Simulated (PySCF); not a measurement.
# Si⁺: ionisation energy

Si⁺ [Ne] 3s2 3p1 (2P) → Si²⁺ [Ne] 3s2 (1S), as a difference of total energies. Computed with PySCF 2.14 in aug-cc-pCVTZ-DK with one added diffuse shell each of s, p, d, f type (9s8p6d4f, 91 functions), with scalar relativity by spin-free X2C-1e. Correlated levels: nothing frozen. The calculations carry no spin-orbit coupling.

```csv
method,ionisation energy (eV)
UHF,15.818
MP2 (all electrons),16.093
SCS-MP2 (all electrons),16.081
CCSD (all electrons),16.214
CCSD(T) (all electrons),16.238
```

How much does correlation contribute at CCSD(T) (all electrons)?

16.238 − (15.818) = 0.420 eV, measured against UHF.

Errors of the correlated levels include the incompleteness of this basis.

For comparison: 16.322 eV (measured; NIST levels, between the centres of gravity of the two terms).
